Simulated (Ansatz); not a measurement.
Cost and result up the ladder for K₂F₂⁺ (the lowest doublet isomer of a short search) (4 atoms). Total charge 1; doublet. Geometry: PBE0-D4/def2-TZVP.

```xyz
4

K    -0.952   -2.000    0.672
K     0.953    2.000   -0.671
F    -0.754    0.487    0.380
F     0.754   -0.487   -0.382
```

Ansatz on 2 threads of Arm Neoverse V1 on a shared host. Times are rough, summed over both states, and most runs start from the orbitals of an earlier one. PBE-QIDH/def2-TZVP serves as the yardstick here, not as an exact answer. Differences are given only for rows in sets of like size (and for xTB, whose basis is part of the method), since another set adds its own error. The other state is a quartet at its own geometry, which has other bonds, so the gap mixes isomer and spin.

The 6-31G sets use Cartesian d functions. LC-ωPBE has ω = 0.4 bohr⁻¹. HSE06 is defined as in plane-wave codes, on full-range PBE exchange. Correlated methods freeze 12 core orbitals; core or outer-core shells of K are correlated, in sets that lack core-valence functions. In the doublet, F3 and F4 lie 1.95 Å apart (atoms count from 1), so these atoms are partly bonded to each other. In the quartet geometry the species has come apart into loosely held pieces. The structure comes from a short search, and lower isomers may exist.

Run but left out: LDA (SPW92)/def2-TZVP (quartet: an occupied level 0.04 eV above an empty one).

Correlated methods converge slowly with the basis (MP2 moves by 0.22 eV from def2-TZVP to def2-QZVPP here).

```json
{"level": "HF/6-31G", "functions": "76", "wall time": "2.2 s", "quartet − doublet (eV)": "4.31", "difference from PBE-QIDH/def2-TZVP (eV)": "–"}
{"level": "MP2/def2-TZVP", "functions": "128", "wall time": "6.5 s", "quartet − doublet (eV)": "7.02", "difference from PBE-QIDH/def2-TZVP (eV)": "0.02"}
{"level": "HF/def2-TZVP", "functions": "128", "wall time": "9.6 s", "quartet − doublet (eV)": "4.24", "difference from PBE-QIDH/def2-TZVP (eV)": "-2.76"}
{"level": "PBE-D4/def2-TZVP (with forces)", "functions": "128", "wall time": "12 s", "quartet − doublet (eV)": "7.29", "difference from PBE-QIDH/def2-TZVP (eV)": "0.29"}
{"level": "BLYP-D4/def2-TZVP", "functions": "128", "wall time": "14 s", "quartet − doublet (eV)": "7.08", "difference from PBE-QIDH/def2-TZVP (eV)": "0.09"}
{"level": "RPA@PBE/def2-TZVP", "functions": "128", "wall time": "15 s", "quartet − doublet (eV)": "6.67", "difference from PBE-QIDH/def2-TZVP (eV)": "-0.33"}
{"level": "HSE06-D4/def2-TZVP", "functions": "128", "wall time": "16 s", "quartet − doublet (eV)": "7.05", "difference from PBE-QIDH/def2-TZVP (eV)": "0.05"}
{"level": "LC-ωPBE/def2-TZVP", "functions": "128", "wall time": "17 s", "quartet − doublet (eV)": "7.54", "difference from PBE-QIDH/def2-TZVP (eV)": "0.55"}
{"level": "PBE0-D4/def2-TZVP", "functions": "128", "wall time": "22 s", "quartet − doublet (eV)": "7.06", "difference from PBE-QIDH/def2-TZVP (eV)": "0.06"}
{"level": "PBE-QIDH/def2-TZVP", "functions": "128", "wall time": "26 s", "quartet − doublet (eV)": "7.00", "difference from PBE-QIDH/def2-TZVP (eV)": "0.00"}
{"level": "B2PLYP/def2-TZVP", "functions": "128", "wall time": "27 s", "quartet − doublet (eV)": "7.38", "difference from PBE-QIDH/def2-TZVP (eV)": "0.38"}
{"level": "r2SCAN-D4/def2-TZVP (with forces)", "functions": "128", "wall time": "33 s", "quartet − doublet (eV)": "7.65", "difference from PBE-QIDH/def2-TZVP (eV)": "0.65"}
{"level": "r2SCAN0-D4/def2-TZVP", "functions": "128", "wall time": "35 s", "quartet − doublet (eV)": "7.09", "difference from PBE-QIDH/def2-TZVP (eV)": "0.10"}
{"level": "r2SCANh-D4/def2-TZVP", "functions": "128", "wall time": "38 s", "quartet − doublet (eV)": "7.43", "difference from PBE-QIDH/def2-TZVP (eV)": "0.44"}
```
